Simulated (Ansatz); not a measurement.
`NC[S][AlH2]` + CH₃OH → `C[O][AlH2]` + `NCS`  (ligand exchange at the Al–S bond)

Calculated with Ansatz (gas phase, PBE0-D4/def2-TZVP geometries, no zero-point term in ΔE). CBS: MP2 limit from def2 TZ/QZ plus the TZ coupled-cluster correction, frozen cores. This one scheme is used for every species. DFT in def2-TZVPP. B3LYP here is the variant with VWN-RPA as its local correlation; programs differ in this. HSE06 is defined as in plane-wave codes. Each species was taken in one conformer, which may not be the lowest.

```csv
level,ΔE (kJ/mol),difference from CCSD(T)/CBS
LDA (SPW92),-15.9,4.5
PBE-D4,-12.6,7.8
revPBE-D4,-12.2,8.2
BLYP-D4,-26.0,-5.6
r2SCAN-D4,-19.8,0.6
B97M-V,-22.5,-2.1
PBE0-D4,-13.0,7.4
r2SCANh-D4,-19.5,0.9
r2SCAN0-D4,-19.1,1.3
HSE06-D4,-12.5,7.9
BHLYP-D4,-26.8,-6.4
ωB97X-V,-24.5,-4.1
ωB97M-V,-23.7,-3.3
B2PLYP,-28.0,-7.6
PBE-QIDH,-18.0,2.4
PBE,-14.6,5.8
BLYP,-29.7,-9.3
r2SCAN,-20.3,0.1
PBE0,-14.9,5.5
B3LYP,-29.0,-8.6
r2SCANh,-20.1,0.3
r2SCAN0,-19.8,0.6
HSE06,-14.3,6.1
BHLYP,-30.7,-10.3
CAM-B3LYP,-33.5,-13.1
LC-ωPBE,-23.6,-3.2
RPA@PBE/def2-TZVPP,-27.4,-7.0
MP2/def2-SVP,-28.6,-8.2
CCSD/def2-SVP,-30.3,-9.9
CCSD(T)/def2-SVP,-28.3,-7.9
HF/def2-TZVPP,-32.6,-12.2
MP2/def2-TZVPP,-23.3,-2.9
SCS-MP2/def2-TZVPP,-27.9,-7.5
CCSD/def2-TZVPP,-26.6,-6.2
CCSD(T)/def2-TZVPP,-23.7,-3.3
HF/def2-QZVPP,-34.4,-14.0
MP2/def2-QZVPP,-22.0,-1.6
HF/CBS(def2),-34.6,-14.2
MP2/CBS(def2),-19.9,0.5
CCSD/CBS(def2),-23.2,-2.8
CCSD(T)/CBS,-20.4,0
```

Largest T1 diagnostic among the species: 0.012.

Leaving LDA and LC-ωPBE aside and taking each functional with its dispersion term where it has one, the values, not all of them listed here, spread over 19.2 kJ/mol, from CAM-B3LYP-D4 to revPBE-D4. The D4 term adds +3.3 kJ/mol with B3LYP and +1.9 kJ/mol with PBE0; it sums over pairs of atoms, weighted by their polarisabilities, and B3LYP, whose exchange is more repulsive, gets the larger term.
